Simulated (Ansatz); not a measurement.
Name a neutral molecule of Cl, N, O, Si and H with HOMO–LUMO gap (ωB97M-V/def2-TZVPP) between 12.55 and 12.85 eV and HOMO energy (B3LYP/def2-TZVPP) between -8.35 and -8.05 eV (Ansatz, PBE0-D4/def2-TZVP geometry).

`O[SiH](O)N[SiH](Cl)Cl` (12.84 eV, -8.08 eV); `O[Si@@H](Cl)N[Si@@H](O)Cl` (12.65 eV, -8.14 eV). Other molecules can fit too; these were computed, each in one conformer that needn't be the lowest.

B3LYP here is the variant with VWN-RPA as its local correlation; programs differ in this.
